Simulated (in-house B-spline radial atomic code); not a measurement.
Cu⁻. Computed with a B-spline radial atomic code. Model: all-electron spherical atom, spin shells full or empty, radial basis limit, no spin-orbit coupling: exact exchange with a local potential (Slater, KLI or optimised effective potential, whose far tail is KLI's), no correlation.

Anion configuration assumed.

The run also made RPA and GW results, which its time includes.

The Slater potential averages the orbital exchange potentials with the orbital densities as weights, KLI adds orbital constants, and the optimised effective potential minimises the exact-exchange energy among local potentials. So their energies lie above Hartree-Fock in the order OEP, KLI, Slater. All fall off as −1/r, unlike LDA and GGA exchange.

Command:
```bash
python run_gw.py task.json out
```
Settings (nuclear radius in fm, other lengths in bohr, energies in hartree):
```
Z                      29
electrons              30
configuration          [Ar] 3d10 4s2
hamiltonian            x2c
method                 oep
lmax                   9
rms_radius             3.8823
spin_polarised         False
box_radius             60
intervals              111
ion_configuration      [Ar] 3d10 4s1
```

Cost of the run: 33 s on 1 thread of Arm Neoverse N1 (shared host).

Given: hamiltonian one-electron scalar X2C; mean-field start exchange-only OEP.

Computed: energy above Hartree-Fock 18.94 millihartree.

| radius (bohr) | r times exchange potential (hartree bohr) |
| --- | --- |
| 0.00172 | -0.041637 |
| 0.00221 | -0.05342 |
| 0.00284 | -0.068481 |
| 0.00365 | -0.087668 |
| 0.00469 | -0.11195 |
| 0.00602 | -0.14232 |
| 0.00773 | -0.18006 |
| 0.00993 | -0.22618 |
| 0.0127 | -0.27997 |
| 0.0164 | -0.34389 |
| 0.021 | -0.41046 |
| 0.027 | -0.47638 |
| 0.0347 | -0.52884 |
| 0.0445 | -0.54973 |
| 0.0572 | -0.52089 |
| 0.0734 | -0.47769 |
| 0.0943 | -0.55551 |
| 0.121 | -0.73425 |
| 0.155 | -0.87791 |
| 0.2 | -0.9418 |
| 0.256 | -0.86737 |
| 0.329 | -0.67999 |
| 0.423 | -0.87625 |
| 0.543 | -1.1718 |
| 0.697 | -1.3338 |
| 0.895 | ? |
| 1.15 | -1.2328 |
| 1.48 | ? |
| 1.9 | -0.704 |
| 2.43 | -0.58314 |
| 3.13 | -0.6745 |
| 4.01 | -0.82103 |
| 5.16 | -0.92416 |
| 6.62 | -0.97746 |
| 8.5 | -1.0002 |
| 10.9 | -1.0062 |
| 14 | -1.0051 |

Question: What belongs in the row 0.895?

Answer: r times exchange potential (hartree bohr): -1.3577.

Question: What belongs in the row 1.48?

Answer: r times exchange potential (hartree bohr): -0.98498.

| occupied | level (hartree) | Hartree-Fock level (hartree) |
| --- | --- | --- |
| 1s | -324.82 | -332.29 |
| 2s | -38.854 | -41.46 |
| 2p | -33.479 | -35.603 |
| 3s | -4.1385 | -4.9557 |
| 3p | -2.5619 | -3.1622 |
| 3d | ? | ? |
| 4s | -0.021897 | -0.022179 |

Question: What belongs in the row 3d?

Answer: level (hartree): -0.06796; Hartree-Fock level (hartree): -0.27946.

The highest level, 4s, differs from Hartree-Fock by +0.0077 eV and the deepest, 1s, by +203 eV: a local potential can match the highest level but can't give each shell its own exchange.
